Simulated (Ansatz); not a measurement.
Two members of one family (Tetramethylammonium salts), computed with Ansatz in the gas phase. Binding counts from free atoms in the multiplicity of their measured ground term, without zero-point energy. The structures are stationary points that may keep the symmetry of their start.

First: tetramethylammonium triflate (singlet, charge 0, PBE-D4/def2-SVP geometry).

Cartesian coordinates in Å:
```
C -2.0919 0.8523 -1.4218
N -0.7334 0.9633 -0.8031
C -0.8794 1.2280 0.6766
C 0.0220 2.0985 -1.4241
C 0.0289 -0.3189 -1.0404
H -2.6528 1.7887 -1.2471
H -1.9850 0.6702 -2.5072
H -2.6203 0.0044 -0.9502
H -1.3681 0.3534 1.1448
H 0.1376 1.2726 1.1159
H -1.4516 2.1654 0.8022
H 0.1335 1.9126 -2.5087
H -0.5305 3.0411 -1.2554
H 1.0156 2.1524 -0.9461
H 0.1003 -0.4786 -2.1320
H -0.4953 -1.1401 -0.5194
H 1.0156 -0.2242 -0.5480
O -0.3529 -1.5322 1.6998
S 1.0693 -1.2821 2.1343
O 1.3434 -1.4035 3.5796
O 1.7107 -0.0971 1.4416
C 1.9782 -2.7327 1.3410
F 3.2997 -2.6702 1.5708
F 1.7900 -2.7193 -0.0094
F 1.5164 -3.9039 1.8062
```

```csv
level,HOMO (eV),LUMO (eV),gap (eV),binding per atom (eV)
PBE-D4/def2-SVP,-4.79,-0.89,3.90,4.08
PBE-D4/def2-TZVP,-5.24,-1.26,3.98,4.08
r2SCAN-D4/def2-TZVP,-5.61,-0.74,4.86,3.96
PBE0-D4/def2-SVP,-6.58,-0.01,6.57,3.93
PBE0-D4/def2-TZVP,-6.90,-0.42,6.48,3.95
```

Second: tetramethylammonium mesylate (singlet, charge 0, PBE-D4/def2-SVP geometry).

| atom | x (Å) | y (Å) | z (Å) |
| --- | --- | --- | --- |
| C1 | 3.377 | -2.373 | -0.187 |
| S2 | 1.899 | -1.334 | -0.106 |
| O3 | 2.293 | -0.123 | 0.706 |
| O4 | 1.556 | -0.995 | -1.538 |
| O5 | 0.843 | -2.176 | 0.569 |
| H6 | 3.656 | -2.654 | 0.844 |
| H7 | 3.135 | -3.268 | -0.787 |
| H8 | 4.183 | -1.786 | -0.665 |
| C9 | -0.491 | 0.939 | 1.381 |
| N10 | -1.233 | 0.866 | 0.068 |
| C11 | -1.635 | -0.563 | -0.202 |
| C12 | -0.335 | 1.353 | -1.043 |
| C13 | -2.455 | 1.725 | 0.136 |
| H14 | 0.499 | 0.433 | 1.273 |
| H15 | -0.341 | 2.006 | 1.629 |
| H16 | -1.109 | 0.450 | 2.156 |
| H17 | -2.407 | -0.846 | 0.538 |
| H18 | -2.048 | -0.620 | -1.225 |
| H19 | -0.742 | -1.225 | -0.088 |
| H20 | 0.061 | 2.345 | -0.758 |
| H21 | 0.489 | 0.616 | -1.199 |
| H22 | -0.944 | 1.434 | -1.962 |
| H23 | -2.150 | 2.778 | 0.272 |
| H24 | -3.077 | 1.402 | 0.991 |
| H25 | -3.025 | 1.618 | -0.805 |

Q: Estimate the same table for the second.

A: 
| level | HOMO (eV) | LUMO (eV) | gap (eV) | binding per atom (eV) |
| --- | --- | --- | --- | --- |
| PBE-D4/def2-SVP | -4.23 | -0.52 | 3.72 | 3.96 |
| PBE-D4/def2-TZVP | -4.69 | -0.88 | 3.81 | 3.98 |
| r2SCAN-D4/def2-TZVP | -5.03 | -0.34 | 4.69 | 3.89 |
| PBE0-D4/def2-SVP | -5.95 | 0.37 | 6.33 | 3.86 |
| PBE0-D4/def2-TZVP | -6.30 | -0.05 | 6.25 | 3.89 |
